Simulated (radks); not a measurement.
The numbers below are computed, except where a source is named.
Numerical settings for neutral lithium, [He] 2s1. Code: a radial shooting solver on a logarithmic mesh with Libxc functionals. Model: Dirac Kohn-Sham, PBE, spin-unpolarised, spherical densities, point nucleus. The defaults (mesh step 0.008 in ln r, mesh end at 40 bohr or more with all orbitals vanishing there, Anderson mixing 0.5 over 9 steps, residual threshold near 1e-9 with the energy settled to 1e-9 hartree or 1e-11 of itself, here a cap of 72 iterations) give E = -7.4522 hartree and 2s1/2 at -2.874 eV in 14 iterations. Run on one thread of a shared host, so times are rough (Arm Neoverse N1): 0.05 s of CPU time, 0.05 s wall, 14 iterations on 2496 mesh points. Changes against that run (0 stands for a change within the tolerance of the run):

mesh step in ln r 0.005: iterations 14; converged yes; E (mhartree) 0; e(2s1/2) (meV) 0; CPU (s) 0.07
mesh step in ln r 0.003: iterations 14; converged yes; E (mhartree) 0; e(2s1/2) (meV) 0; CPU (s) 0.11
mesh step in ln r 0.12: iterations 72; converged no; E (mhartree) -3.88e+04; CPU (s) 0.1
mesh end (bohr) 5: iterations 13; converged level above zero; E (mhartree) +93.4; e(2s1/2) (meV) +3.67e+03; CPU (s) 0.03
mesh end (bohr) 8: iterations 14; converged yes; E (mhartree) +8.16; e(2s1/2) (meV) +474; CPU (s) 0.04
residual threshold 0.01: iterations 8; converged yes; E (mhartree) 0; e(2s1/2) (meV) -0.107; CPU (s) 0.03
residual threshold 1e-13: iterations 19; converged yes; E (mhartree) 0; e(2s1/2) (meV) 0; CPU (s) 0.06
mixing 0.2: iterations 15; converged yes; E (mhartree) 0; e(2s1/2) (meV) 0; CPU (s) 0.05
linear mixing, mixing 0.5: iterations 33; converged yes; E (mhartree) 0; e(2s1/2) (meV) 0; CPU (s) 0.08
linear mixing, mixing 0.8: iterations 17; converged yes; E (mhartree) 0; e(2s1/2) (meV) 0; CPU (s) 0.05
mixing history 20: iterations 15; converged yes; E (mhartree) 0; e(2s1/2) (meV) 0; CPU (s) 0.05
iteration cap 5: iterations 5; converged no; E (mhartree) +0.000241; e(2s1/2) (meV) +5.8; CPU (s) 0.02

Settled on a wrong energy, with an occupied level pushed above zero by the early mesh end: mesh end (bohr) 5 (+0.0934 hartree). Apart from these: settings that end as converged yet miss the energy by more than 1 mhartree: mesh end (bohr) 8 (+0.00816 hartree). A mesh that ends early acts as a hard wall.
